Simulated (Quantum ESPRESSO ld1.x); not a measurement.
All-electron atom: the mercury ion Hg2+ in [Xe] 4f14 5d10 (the NIST ground configuration). Method: Dirac Kohn-Sham, Slater X-alpha with alpha = 1, spin-unpolarised, spherical densities, point nucleus; computed with ld1.x of Quantum ESPRESSO 7.5.

Unscreened Slater integrals over Kohn-Sham orbitals (eV). Large and small components are both included.

integral          value
F0(5d5/2,5d5/2)  17.682
F2(5d5/2,5d5/2)  9.2083
F4(5d5/2,5d5/2)  6.1191
F0(5d5/2,5d3/2)  17.975
F2(5d5/2,5d3/2)  9.3553
G2(5d5/2,5d3/2)  9.3413
G4(5d5/2,5d3/2)  6.2114
F0(5d5/2,5p3/2)  19.892
F2(5d5/2,5p3/2)  9.9940
G1(5d5/2,5p3/2)  12.211
G3(5d5/2,5p3/2)  7.5707
F0(5d5/2,5p1/2)  20.472
G3(5d5/2,5p1/2)  6.9361
F0(5d5/2,4f7/2)  22.896
F2(5d5/2,4f7/2)  5.3297
F4(5d5/2,4f7/2)  2.4668
G1(5d5/2,4f7/2)  1.6146
G3(5d5/2,4f7/2)  1.5754
G5(5d5/2,4f7/2)  1.2764
F0(5d3/2,5d3/2)  18.286
F2(5d3/2,5d3/2)  9.5279
F0(5d3/2,5p3/2)  20.330
F2(5d3/2,5p3/2)  10.350
G1(5d3/2,5p3/2)  12.840
G3(5d3/2,5p3/2)  7.9638
F0(5d3/2,5p1/2)  20.960
G1(5d3/2,5p1/2)  11.936
F0(5d3/2,4f7/2)  23.595
F2(5d3/2,4f7/2)  5.6854
G3(5d3/2,4f7/2)  1.7178
G5(5d3/2,4f7/2)  1.3876
F0(5p3/2,5p3/2)  23.331
F2(5p3/2,5p3/2)  12.567
F0(5p3/2,5p1/2)  24.362
G2(5p3/2,5p1/2)  12.742
F0(5p3/2,4f7/2)  28.919
F2(5p3/2,4f7/2)  8.7081
G2(5p3/2,4f7/2)  3.0368
G4(5p3/2,4f7/2)  2.6372
F0(5p1/2,5p1/2)  25.598
F0(5p1/2,4f7/2)  31.284
G4(5p1/2,4f7/2)  3.3965
F0(4f7/2,4f7/2)  52.291
F2(4f7/2,4f7/2)  26.197
F4(4f7/2,4f7/2)  16.734
F6(4f7/2,4f7/2)  12.128
